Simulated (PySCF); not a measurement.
## Simulated absorption spectrum

Species: In(OEt)3, C₆H₁₅InO₃.
SMILES: `CC[O][In]([O]CC)[O]CC`

Level of theory: PySCF 2.14.0, density-fitted response routines, TDDFT CAM-B3LYP/def2-SVPD, vertical, gas phase, core orbitals frozen in the response, def2 core potentials past Kr. One conformer (not necessarily the lowest) at the PBE0-D3(BJ)/def2-SVP geometry, without solvent, vibrations or thermal averaging. Spin–orbit coupling is left out.

Broadening: Gaussians 0.25 eV wide at half height, area fixed by f = 4.319×10⁻⁹ ∫ε dν̃. The cross-section is σ = 3.8235×10⁻²¹ ε cm², given in Mb (10⁻¹⁸ cm²). The width is an assumption, not a result. The curve ends short of the highest state used, and states not computed would add to its high-energy end.

(λ (nm), σ (Mb)): (214.7, 0.12), (216.8, 0.17), (218.9, 0.81), (220.9, 2.90), (223.0, 8.56), (225.1, 19.71), (227.2, 35.92), (229.3, 52.76), (231.4, 63.68), (233.5, 64.55), (235.6, 56.19), (237.7, 42.93), (239.8, 29.24), (241.9, 17.89), (244.0, 9.84), (246.0, 5.02), (248.1, 2.23), (250.2, 0.94), (252.3, 0.48), (254.4, 0.47), (256.5, 0.70), (258.6, 1.05), (260.7, 1.39), (262.8, 1.62), (264.9, 1.67), (267.0, 1.53), (269.1, 1.24), (271.1, 0.92), (273.2, 0.61), (275.3, 0.36), (277.4, 0.20), (279.5, 0.10), (281.6, 0.04), (283.7, 0.02), (285.8, 0.01), (287.9, 0.00)

(1) Where are the band maxima, and which computed states make them?

(2) On this curve, what absorbance would a 10⁻⁴ mol/L sample give at 254 nm over a 1 cm path?

(3) Coming from long wavelengths, where does ε first pass 100 L mol⁻¹ cm⁻¹?

## Answers

(1) 264 nm (4.69 eV), ε about 440, made up of S1 (65%) and S2 (35%); 233 nm (5.33 eV), ε about 17000, made up of S3 (14%), S4 (48%) and S5 (37%) (ε in L mol⁻¹ cm⁻¹; maxima over ε = 5, shares over 10%). At its high-energy end, 5.78 eV, the curve is still rising (ε about 34, from S5, S6 and S7). The states used: S1 4.68 eV (f 0.0027); S2 4.71 eV (f 0.0014); S3 5.22 eV (f 0.040); S4 5.33 eV (f 0.077); S5 5.37 eV (f 0.064); S6 6.05 eV (f 0.0015); S7 6.12 eV (f 0.033); S8 6.17 eV (f 0.032); S9 6.31 eV (f 0.109); S10 6.38 eV (f 0.111).

(2) 254 nm is 4.881 eV, where ε is about 120 L mol⁻¹ cm⁻¹, so A = ε c l ≈ 0.012 (Beer–Lambert, with the gas-phase spectrum and the assumed width).

(3) At about 275 nm (4.51 eV), 0.18 eV below S1.
